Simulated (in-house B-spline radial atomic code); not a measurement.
Configurations of the cobalt ion Co⁶⁺, with energies counted from [Ar] 3d3. All numbers are computed (scalar-relativistic (X2C) CAM-B3LYP, spin-polarised, spherical fractional occupations, exact exchange averaged over the configuration; Fermi nucleus of rms radius 3.7875 fm) with a radial B-spline atomic code at the basis-set limit, not measured. Shells without spins written out take the highest spin.

Occupations are held fixed; configurations that lie above the ionisation limit could autoionise.

```
       configuration  E - E(ref) (eV)  highest orbital  its <r> (bohr)
    [Ne] 3s2 3p5 3d4           54.111            3d up          0.7811
[Ne] 3s2 3p5 3d3 4s1           98.976            4s up            1.72
[Ne] 3s2 3p5 3d3 4f1           140.63            4f up           2.322
```

(1) Order these further configurations by energy, lowest first.
A. [Ar] 3d2 4s1
B. [Ne] 3s2 3p5 3d3 4p1
C. [Ar] 3d2 4f1
D. [Ar] 3d2 4p1

Results:

(1) A (43.889 eV), D (55.069 eV), C (85.408 eV), B (110.19 eV).
